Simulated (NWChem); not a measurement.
Species: VOF2 cation; SMILES [F][V+](=[O])[F]

Results from NWChem. Pople sets run with spherical d functions. Structure relaxed at the PBE0/def2-SVP level. The spin multiplicity was typed, not searched, and may not be the lowest. Field at 589 nm.

| level | isotropic polarisability (bohr³) | anisotropy (bohr³) |
|---|---|---|
| B3LYP/6-31G* | 22.5 | 15.8 |
| B3LYP/def2-SVP | ? | 15.6 |
| B3LYP/def2-SVPD | 26.5 | 15.9 |

Question: What belongs in the gaps?

Answer: 
- B3LYP/def2-SVP, isotropic polarisability (bohr³): 22.0
